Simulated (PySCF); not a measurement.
**[HfO(OH)3]− at several levels of theory**

Computed with PySCF 2.14.0 (density fitting, no spin-orbit coupling) at the geometry relaxed with BP86:

```xyz
8
[HfO(OH)3]− (singlet)
Hf   -0.3704    0.0000    0.1197
O     0.5433    0.0000    1.7115
O     0.1725    1.6860   -0.9129
H     0.8246    2.2620   -0.4757
O    -2.3829    0.0000    0.5141
H    -2.6575    0.0000    1.4477
O     0.1725   -1.6860   -0.9129
H     0.8246   -2.2620   -0.4757
```

```
    level                                              basis    state  HOMO (eV)  gap (eV)  charge on Hf1 (e)  dipole about the centre of mass (D)  largest force component (eV/Å)
     BP86     Hf def2-SVP with ECP60, O def2-SVP, H def2-SVP  singlet      -0.97      4.55               0.42                                 0.34                            0.03
    B3LYP                                           the same  singlet      -2.04      5.92               0.60                                 0.42                            0.47
       HF                                           the same  singlet      -5.86     12.23               1.30                                 0.79                            1.63
CAM-B3LYP                                           the same  singlet      -3.71      8.56               0.63                                 0.46                            0.62
     BP86  Hf def2-TZVP with ECP60, O def2-TZVP, H def2-TZVP  singlet      -1.10      4.48               1.07                                 0.38                            0.35
     BP86          Hf x2c-SVPall, O x2c-SVPall, H x2c-SVPall  singlet      -1.20      4.47               0.40                                 0.36                            0.88
```

Charges are Mulliken's, which hang on the basis. The relaxation used the grid (50, 194), these runs (75, 302) or, all-electron (x2c bases, spin-free X2C Hamiltonian), (99, 590).

Q: What does BLYP with Hf def2-SVP with ECP60, O def2-SVP, H def2-SVP give here?

A: state singlet, HOMO (eV) -0.74, gap (eV) 4.22, charge on Hf1 (e) 0.38, dipole about the centre of mass (D) 0.37, largest force component (eV/Å) 0.33. Time: 6 s on 2 threads of Arm Neoverse V2, with other jobs on the host, from an already converged density.

In the first row's basis the gap widens with exact exchange: 4.2 to 4.5 eV for BLYP, BP86 (none); 5.9 eV for B3LYP (a fixed share); 8.6 to 12.2 eV for CAM-B3LYP, Hartree–Fock (rising or full at long range).
